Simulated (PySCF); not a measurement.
Simulation results for Al2H3

Computed with PySCF 2.14.0. Calculation on a computer-drawn molecule: vertical ionisation energy to the stated ion spin, frozen-core CCSD(T) at the basis limit and cheaper methods, single-reference cases, UHF for radicals, no spin-orbit; all values are single points at the evaluated structure, the first of each entry, which is the reference or a displaced copy of it and isn't optimised; the reference structure only sets the zero of the energies above reference; triples share is (T) over the correlation energy.

Common to all runs: charge 0; multiplicity 2; ion multiplicity 1; diffuse functions no; basis cc-pV(n+d)Z; reference is the Hartree-Fock double-zeta minimum; best is HF at quadruple zeta + MP2 correlation extrapolated from triple and quadruple zeta + CCSD(T) minus MP2 at triple zeta; basis step is the size of the change from the same recipe one zeta lower.

(1) 
```xyz
5
formula=Al2H3 ionisation_energy_best=7.002 ionisation_energy_basis_step=0.03596 energy_above_reference_best=3.066 energy_above_reference_basis_step=0.147 total_energy_HF_triple_zeta=-485.5409 total_energy_CCSD(T)_triple_zeta=-485.7200 total_energy_best=-485.7407 T1_diagnostic_at_triple_zeta=0.02537 D1_diagnostic_at_triple_zeta=0.08038 spin_squared_at_triple_zeta=0.8003 ion_T1_diagnostic_at_triple_zeta=0.01286 ion_D1_diagnostic_at_triple_zeta=0.02658 triples_share_at_triple_zeta=0.02601 basis_functions_triple_zeta=120 dipole_magnitude_HF_at_triple_zeta=0.3783 dipole_magnitude_CCSD_unrelaxed_at_triple_zeta=0.4991 dipole_magnitude_PBE_at_triple_zeta=0.7703 dipole_magnitude_r2SCAN_at_triple_zeta=0.7487 dipole_magnitude_B3LYP_at_triple_zeta=0.6775 dipole_magnitude_wB97X_at_triple_zeta=0.4447
Al    -0.2664    -3.1127     1.0609
Al     1.2007    -1.5081    -0.3762
H     -1.0982    -2.8018     2.3710
H      0.6624    -0.8378    -1.5551
H      2.7621    -1.4394    -0.1375
```

Units: ionisation_energy_best, ionisation_energy_basis_step in eV; energy_above_reference_best, energy_above_reference_basis_step in kcal/mol; total_energy_HF_triple_zeta, total_energy_CCSD(T)_triple_zeta, total_energy_best in hartree; dipole_magnitude_HF_at_triple_zeta, dipole_magnitude_CCSD_unrelaxed_at_triple_zeta, dipole_magnitude_PBE_at_triple_zeta, dipole_magnitude_r2SCAN_at_triple_zeta, dipole_magnitude_B3LYP_at_triple_zeta, dipole_magnitude_wB97X_at_triple_zeta in debye.

Reference structure:
```xyz
5
Al2H3
Al    -0.2678    -3.1221     1.0505
Al     1.2049    -1.5195    -0.3771
H     -1.0998    -2.7972     2.3715
H      0.6067    -0.7967    -1.6572
H      2.7716    -1.4321    -0.1383
```

Drawn bonds:
```csv
atom,other atom,order
1,2,1
1,3,1
2,4,1
2,5,1
```

Triple zeta:
```csv
method,ionisation energy (eV),energy above reference (kcal/mol)
HF,6.647,2.989
PBE,7.094,3.564
r2SCAN,7.228,3.122
B3LYP,7.068,2.914
wB97X,6.985,2.891
MP2,6.869,2.832
CCSD,6.938,3.007
CCSD(T),6.972,3.052
```

(2) 
```xyz
5
formula=Al2H3 ionisation_energy_best=7.05 ionisation_energy_basis_step=0.03509 energy_above_reference_best=0.2831 energy_above_reference_basis_step=0.007513 total_energy_HF_triple_zeta=-485.5452 total_energy_CCSD(T)_triple_zeta=-485.7244 total_energy_best=-485.7452 T1_diagnostic_at_triple_zeta=0.02543 D1_diagnostic_at_triple_zeta=0.0796 spin_squared_at_triple_zeta=0.7996 ion_T1_diagnostic_at_triple_zeta=0.01366 ion_D1_diagnostic_at_triple_zeta=0.02811 triples_share_at_triple_zeta=0.02648 basis_functions_triple_zeta=120 dipole_magnitude_HF_at_triple_zeta=0.5949 dipole_magnitude_CCSD_unrelaxed_at_triple_zeta=0.7061 dipole_magnitude_PBE_at_triple_zeta=0.9544 dipole_magnitude_r2SCAN_at_triple_zeta=0.9514 dipole_magnitude_B3LYP_at_triple_zeta=0.8783 dipole_magnitude_wB97X_at_triple_zeta=0.6557
Al    -0.2664    -3.1127     1.0609
Al     1.2007    -1.5081    -0.3762
H     -1.0982    -2.8018     2.3710
H      0.6001    -0.7602    -1.6917
H      2.7621    -1.4394    -0.1375
```

Units: ionisation_energy_best, ionisation_energy_basis_step in eV; energy_above_reference_best, energy_above_reference_basis_step in kcal/mol; total_energy_HF_triple_zeta, total_energy_CCSD(T)_triple_zeta, total_energy_best in hartree; dipole_magnitude_HF_at_triple_zeta, dipole_magnitude_CCSD_unrelaxed_at_triple_zeta, dipole_magnitude_PBE_at_triple_zeta, dipole_magnitude_r2SCAN_at_triple_zeta, dipole_magnitude_B3LYP_at_triple_zeta, dipole_magnitude_wB97X_at_triple_zeta in debye.

Reference structure:
```xyz
5
Al2H3
Al    -0.2678    -3.1221     1.0505
Al     1.2049    -1.5195    -0.3771
H     -1.0998    -2.7972     2.3715
H      0.6067    -0.7967    -1.6572
H      2.7716    -1.4321    -0.1383
```

Drawn bonds:
```csv
atom,other atom,order
1,2,1
1,3,1
2,4,1
2,5,1
```

Triple zeta:
```csv
method,ionisation energy (eV),energy above reference (kcal/mol)
HF,6.708,0.2983
PBE,7.131,0.1662
r2SCAN,7.27,0.2478
B3LYP,7.113,0.2797
wB97X,7.037,0.3064
MP2,6.922,0.312
CCSD,6.988,0.2795
CCSD(T),7.02,0.2695
```

(3) 
```xyz
5
formula=Al2H3 ionisation_energy_best=7.099 ionisation_energy_basis_step=0.0351 energy_above_reference_best=5.279 energy_above_reference_basis_step=0.01274 total_energy_HF_triple_zeta=-485.5366 total_energy_CCSD(T)_triple_zeta=-485.7166 total_energy_best=-485.7372 T1_diagnostic_at_triple_zeta=0.02571 D1_diagnostic_at_triple_zeta=0.07885 spin_squared_at_triple_zeta=0.7989 ion_T1_diagnostic_at_triple_zeta=0.01507 ion_D1_diagnostic_at_triple_zeta=0.03212 triples_share_at_triple_zeta=0.02712 basis_functions_triple_zeta=120 dipole_magnitude_HF_at_triple_zeta=1.014 dipole_magnitude_CCSD_unrelaxed_at_triple_zeta=1.037 dipole_magnitude_PBE_at_triple_zeta=1.235 dipole_magnitude_r2SCAN_at_triple_zeta=1.261 dipole_magnitude_B3LYP_at_triple_zeta=1.201 dipole_magnitude_wB97X_at_triple_zeta=1.026
Al    -0.2664    -3.1127     1.0609
Al     1.2007    -1.5081    -0.3762
H     -1.0982    -2.8018     2.3710
H      0.5362    -0.6807    -1.8315
H      2.7621    -1.4394    -0.1375
```

Units: ionisation_energy_best, ionisation_energy_basis_step in eV; energy_above_reference_best, energy_above_reference_basis_step in kcal/mol; total_energy_HF_triple_zeta, total_energy_CCSD(T)_triple_zeta, total_energy_best in hartree; dipole_magnitude_HF_at_triple_zeta, dipole_magnitude_CCSD_unrelaxed_at_triple_zeta, dipole_magnitude_PBE_at_triple_zeta, dipole_magnitude_r2SCAN_at_triple_zeta, dipole_magnitude_B3LYP_at_triple_zeta, dipole_magnitude_wB97X_at_triple_zeta in debye.

Reference structure:
```xyz
5
Al2H3
Al    -0.2678    -3.1221     1.0505
Al     1.2049    -1.5195    -0.3771
H     -1.0998    -2.7972     2.3715
H      0.6067    -0.7967    -1.6572
H      2.7716    -1.4321    -0.1383
```

Drawn bonds:
```csv
atom,other atom,order
1,2,1
1,3,1
2,4,1
2,5,1
```

Triple zeta:
```csv
method,ionisation energy (eV),energy above reference (kcal/mol)
HF,6.776,5.672
PBE,7.171,4.278
r2SCAN,7.315,4.98
B3LYP,7.162,5.151
wB97X,7.096,5.418
MP2,6.979,5.655
CCSD,7.04,5.265
CCSD(T),7.07,5.17
```
